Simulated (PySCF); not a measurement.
BSb⁻: one state, many levels of theory

State: ²Σ⁺ (doublet), unpaired electrons σ ↑. Set-up: basis B def2-SVPD, Sb def2-SVPD with ECP28; scalar-relativistic core potentials; PySCF 2.14. De refers to B + Sb⁻ in their high-spin ground configurations, without counterpoise correction. The functionals are run spin-unrestricted. A positive dipole points towards Sb; it is taken about the centre of mass and depends on that origin. Levels whose curve was spin-contaminated or gave no clean fit are not listed.

```json
{"Level": "PBE", "Re (Å)": "2.022", "ωe (cm⁻¹)": "726", "De (eV)": "n/a", "μ (D)": "3.52", "CPU s a point (SCF and correlation, without the integrals)": "0.72"}
{"Level": "r²SCAN", "Re (Å)": "2.009", "ωe (cm⁻¹)": "752", "De (eV)": "n/a", "μ (D)": "3.18", "CPU s a point (SCF and correlation, without the integrals)": "1"}
{"Level": "M06-L", "Re (Å)": "2.012", "ωe (cm⁻¹)": "751", "De (eV)": "n/a", "μ (D)": "3.42", "CPU s a point (SCF and correlation, without the integrals)": "1"}
{"Level": "r²SCANh", "Re (Å)": "2.004", "ωe (cm⁻¹)": "760", "De (eV)": "n/a", "μ (D)": "3.12", "CPU s a point (SCF and correlation, without the integrals)": "1.2"}
{"Level": "PBE0", "Re (Å)": "2.004", "ωe (cm⁻¹)": "759", "De (eV)": "n/a", "μ (D)": "3.25", "CPU s a point (SCF and correlation, without the integrals)": "1.3"}
{"Level": "M06-2X", "Re (Å)": "2.001", "ωe (cm⁻¹)": "755", "De (eV)": "n/a", "μ (D)": "2.99", "CPU s a point (SCF and correlation, without the integrals)": "1.2"}
```

Question: What does the step from GGA to meta-GGA do here, going from PBE to r²SCAN?

Answer: r²SCAN less PBE: -1.3 pm in Re, +3.6 % in ωe. 

Spin–orbit coupling is left out, which matters for elements this heavy, above all for dissociation energies. The highest Kohn–Sham level is positive in this anion. Much of that is self-interaction error, but it also means that the finite basis helps to hold the extra electron. The state is the lowest determinant that a PBE0 search found; another state may lie lower at other levels.

The whole job (state search and all levels along the bond) took about 2.8 min on 1 thread of AMD EPYC 7R43 64-Core (shared host), peak memory 0.67 GiB.
